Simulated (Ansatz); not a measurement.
Harmonic frequencies (cm⁻¹) at PBE0-D4/def2-TZVP from Ansatz: 89, 112, 113, 167, 184, 219, 254, 258, 334, 342, 359, 360, 432, 452, 514, 608, 623, 648, 727, 776, 807, 3887, 3890, 3908.

Each molecule was computed in one conformer, which needn't be the lowest.

**Question.** Which molecule is it?
A. `[OH][W]([OH])([OH])([OH])([Cl])[Cl]`
B. `[NH]=[W](=[NH])([NH2])[OH]`
C. `C[O][W]([OH])([F])(=[S])[Cl]`
D. `[OH][W]([OH])([OH])([F])([Cl])[Cl]`

**Answer.** D.
